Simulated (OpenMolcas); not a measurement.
**C I: CASPT2 settings compared**

- Program: OpenMolcas 26.06
- Basis: ANO-L-VQZP [5s4p3d2f]
- Scalar Hamiltonian: non-relativistic, point nucleus
- Active space: 2 electrons in 3 orbitals (2p)
- State averaging: 2S+1 = 3 even, 3 roots; 2S+1 = 1 even, 6 roots kept (CI in the orbitals of an earlier block)
- Spin-orbit coupling: RASSI with atomic mean-field integrals over the reference wave functions, term energies averaged over their components

Methods on the same reference wave functions:
A. CASSCF
B. SS-CASPT2, IPEA 0.1 Eh, imaginary shift 0.15 Eh (closed shells correlated: 1s 2s)
C. SS-CASPT2, IPEA 0.15 Eh, no level shift (closed shells correlated: 1s 2s)
D. SS-CASPT2, IPEA 0.3 Eh, imaginary shift 0.25 Eh (closed shells correlated: 1s 2s)

Energies in cm⁻¹ above 2s² 2p² ³P₀, the measured ground level; measured values from NIST Handbook of Basic Atomic Spectroscopic Data.

| Level | A | B | C | D | Measured |
| --- | --- | --- | --- | --- | --- |
| 2s² 2p² ³P₀ | 0.0 | 0.0 | 0.0 | 0.0 | 0.0 |
| 2s² 2p² ³P₁ | 15.8 | 15.8 | 15.8 | 15.8 | 16.4 |
| 2s² 2p² ³P₂ | 47.3 | 47.3 | 47.3 | 47.3 | 43.4 |
| 2s² 2p² ¹D₂ | 12848 | 10430 | 10360 | 10240 | 10193 |
| 2s² 2p² ¹S₀ | 32073 | 23040 | 23010 | 23310 | 21648 |

Deviations, from unrounded energies. A percentage is the sum of absolute deviations over the sum of measured energies, with the sign that they share, or ± where signs differ.

```
                        Against measurement  Levels      A     B     C     D
             mean absolute deviation (cm-1)       4   3300   410   380   430
      fine structure of the ground term (%)       2   ±7.5  ±7.4  ±7.4  ±7.4
other terms of the ground configuration (%)       2  +41.1  +5.1  +4.8  +5.4
```

C lies closest to measurement on these levels and A furthest from it. The largest miss of C in the table is 2s² 2p² ¹S₀, by +1400 cm-1. The ranking rests on the paired levels alone, and a cruder setting can come out closer through cancelling errors.

Among B to D the level of the table that moves most is 2s² 2p² ¹S₀, by 300 cm-1 (lowest in C, highest in D). Moves below CASPT2's spread within the term are not significant.

The mean deviations of B to D differ by less than CASPT2's widest spread within a term (230 cm-1), so their order carries little weight.

From A to B the spin-free energies of the other terms of 2s² 2p² shown, above ³P, scale by factors of 0.72 to 0.81.

The lowest spin-free term lies below A's lowest term by 0.088 hartree in B, 0.086 hartree in C, 0.083 hartree in D.

Term energies are means over components that CASPT2 splits; among the terms shown or strongly mixed into the levels shown the widest spread is 230 cm-1 (2s² 2p² ¹D, D). Terms from blocks run as CI alone lack orbitals of their own. With the s shell closed, the reference lacks s² → p² mixing. Without dynamic correlation excited terms often stand tens of per cent too high (terms of higher spin than the ground term too low), and those without a measured partner can miss by more than the paired ones (holds for A). Computed and measured levels are paired by configuration, term and J; levels that our copy of the source lacks, or whose pairing is in doubt (as where it misses far off the trend of its configuration), stay unpaired and out of the deviations. Levels of configurations outside the active space are missing.
